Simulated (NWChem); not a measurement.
# C3H10F2O3Si2; SMILES F[SiH]([Si](OC)(OC)OC)F

```xyz
20

Si     0.0446    -1.7388     0.5869
F      1.3848    -2.4052    -0.0935
F     -1.2448    -2.4338    -0.1593
Si    -0.0529     0.5544     0.1063
O     -1.6218     1.1089     0.1278
C     -2.5938     0.7469    -0.8452
O      0.5384     0.8787    -1.4231
C      1.8256     0.4977    -1.8900
O      0.7813     1.2984     1.3360
C      0.8394     2.7067     1.5291
H      0.0147    -2.1736     2.0215
H     -2.3312     1.1450    -1.8494
H     -2.7027    -0.3576    -0.9250
H     -3.5702     1.1734    -0.5389
H      1.8355     0.5727    -2.9963
H      2.6172     1.1692    -1.4897
H      2.0815    -0.5473    -1.6087
H      1.4319     2.9104     2.4435
H     -0.1757     3.1402     1.6588
H      1.3300     3.2189     0.6717
```
Atoms are numbered in this order, from 1.

Results from NWChem. Pople sets run with spherical d functions. All runs use the structure optimised with PBE-D3(BJ)/def2-SVP. No frequency run checked for a minimum. Vzz is the largest principal value of the second derivative of the potential at the nucleus (NWChem prints the opposite sign); η is the asymmetry. Non-relativistic.

For level PBE0/def2-SVP:

```
Item           Value
-------------  -----
Vzz O7 (a.u.)  1.579
Vzz O9 (a.u.)  1.591
```

Q: Estimate the same quantities for level B3LYP/6-31G*.

A: 
- Vzz O7 (a.u.): 1.526
- Vzz O9 (a.u.): 1.534
